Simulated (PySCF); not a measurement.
Cartesian coordinates (Å):
```xyz
8

C     -1.0725    -0.1824     0.5039
C     -0.1361     0.2706    -0.3306
N      1.2380     0.1678    -0.1670
H     -0.8229    -0.7433     1.3967
H     -2.1158     0.0180     0.3146
H     -0.4231     0.8322    -1.2134
H      1.7819     0.1484    -1.0142
H      1.5504    -0.5115     0.5101
```
Charge 0, multiplicity 1.

**Question.** Estimate the dipole moment, HOMO–LUMO gap and total energy that PBE-D3(BJ)/def2-TZVP // B3LYP-D3(BJ)/def2-TZVP in PySCF returns for this input.

**Answer.** 
* **dipole moment**: 0.350 e·Å
* **HOMO–LUMO gap**: 4.87 eV
* **total energy**: -3641.66 eV
